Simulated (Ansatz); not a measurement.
A single point on C₂H₈FNOSi, SMILES `CO[Si](C)(N)F`.

```yaml
crystal:
  periodic: [false, false, false]
  atoms:
    - {symbol: C, position_ang: [0.539492, -0.905714, -1.971401]}
    - {symbol: O, position_ang: [0.226852, -0.989314, -0.598457]}
    - {symbol: Si, position_ang: [-0.408717, 0.217449, 0.291552]}
    - {symbol: C, position_ang: [-0.550425, -0.444452, 2.008077]}
    - {symbol: N, position_ang: [0.472122, 1.658248, 0.071010]}
    - {symbol: F, position_ang: [-1.873548, 0.599470, -0.233801]}
    - {symbol: H, position_ang: [0.926468, 0.083485, -2.235933]}
    - {symbol: H, position_ang: [1.299926, -1.655426, -2.198074]}
    - {symbol: H, position_ang: [-0.345791, -1.110549, -2.580679]}
    - {symbol: H, position_ang: [-1.126868, -1.371989, 2.019794]}
    - {symbol: H, position_ang: [-1.044019, 0.278619, 2.661015]}
    - {symbol: H, position_ang: [0.437931, -0.657230, 2.422465]}
    - {symbol: H, position_ang: [0.006023, 2.547781, 0.019898]}
    - {symbol: H, position_ang: [1.440554, 1.749632, 0.324535]}
basis:
  gaussian: {orbitals: def2-QZVPP}
correlation: {method: mp2}
```

```sh
$ ansatz run in.yaml --threads 2 --pin off --events-out ev --progress --plain --max-ram 22528MiB --backend cuda --devices 0, --max-vram 18GiB
```

It prints (some lines left out):

```
Functional definition: HF
3552 factors; integrals over basis functions are off by at most 8.1e-4 eV
mean field evaluation 1: about -16278.1723 eV, gradient 5.4e1 eV
mean field evaluation 2: about -16278.3146 eV, gradient 5.4e1 eV
mean field evaluation 4: about -16283.8335 eV, gradient 4.4e0 eV
mean field evaluation 8: about -16283.8973 eV, gradient 3.0e-1 eV
mean field -16283.89759385 eV, -598.4221989517 hartree, gradient 2.0e-6 eV, S^2 0.000000; 0 other end points of the search recorded, 0 dependent functions left out
10 core orbitals not correlated: weight in the atoms' cores, before any rotation towards them, 1.000 or more for the frozen orbitals, at most 0.000 for the correlated occupied ones
reference -16283.89759385 eV, -598.4221989517 hartree; 19, 19 occupied and 566, 566 virtual orbitals, 3552 factors
second order -34.28211162 eV of doubles, -0.00000000 eV of singles
Total energy: -16318.17970547 eV, -599.6820433166 hartree
```

Run time 5.5 s (2 threads of an AMD EPYC 7R13 on a shared host and a share of an NVIDIA H100 80 GB); peak host memory 1.2 GiB.
